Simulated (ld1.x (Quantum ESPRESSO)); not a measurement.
## Scattering properties, TM potential for C (Z = 6)

```
Element                 : C
Generator               : ld1.x (Quantum ESPRESSO) 7.5
Type                    : norm-conserving Troullier–Martins (Kleinman–Bylander form)
Functional              : PW91
Relativity              : scalar-relativistic
Frozen core             : [He]
Valence charge          : 4
Reference configuration : 2s2 2p2
Partial waves           : 2s (bound): rc 1.00 bohr; 2p (bound): rc 3.10 bohr
Local potential         : all-electron potential smoothed inside 1.30 bohr (lloc = -1)
Core correction         : none
```

The phase is arctan(r·u′/u) with u = r·R(r), unwrapped; energies in Ry, scanned from -3 to 5 Ry. A pole is an energy at which the radial function vanishes at the test radius. The pseudo phase is shifted by a multiple of π to meet the all-electron one at the reference energy, and phase errors are pseudo minus all-electron; the curves can meet again beyond the range given. Levels narrower than the energy grid can be missing from the lists of poles.

Q: For each channel, where are the poles, and over which energies does the pseudopotential scatter like the atom?

A:

| channel | radius (bohr) | reference energy (Ry) | poles, all-electron | poles, pseudo | unbroken range about the reference energy with phases within 0.05 rad | phase error 1 Ry above the reference energy (rad) |
| --- | --- | --- | --- | --- | --- | --- |
| s | 3.37 | -1.01 | -0.93, 2.30 | -0.93, 2.27 | below 4.0 | -0.001 |
| p | 3.37 | -0.39 | -0.26, 2.46 | -0.26, 2.89 | below 0.5 | +0.079 |

Phases in the s channel:

```
E (Ry)  all-electron  pseudo
 -3.00         1.388   1.388
 -2.76         1.379   1.379
 -2.52         1.368   1.368
 -2.28         1.354   1.354
 -2.04         1.337   1.337
 -1.80         1.312   1.312
 -1.56         1.273   1.273
 -1.32         1.181   1.181
 -1.08        -0.056  -0.057
 -0.84        -1.688  -1.688
 -0.60        -1.807  -1.807
 -0.36        -1.884  -1.885
 -0.12        -1.976  -1.976
  0.12        -2.119  -2.120
  0.36        -2.404  -2.408
  0.60        -3.055  -3.066
  0.84        -3.871  -3.881
  1.08        -4.275  -4.281
  1.32        -4.458  -4.462
  1.56        -4.559  -4.563
  1.80        -4.625  -4.628
  2.04        -4.672  -4.675
  2.28        -4.710  -4.713
  2.52        -4.743  -4.747
  2.76        -4.774  -4.779
  3.00        -4.806  -4.812
  3.24        -4.842  -4.850
  3.48        -4.886  -4.897
  3.72        -4.946  -4.965
  3.96        -5.040  -5.078
  4.20        -5.220  -5.313
  4.44        -5.668  -5.958
  4.68        -6.654  -6.963
  4.92        -7.277  -7.396
```
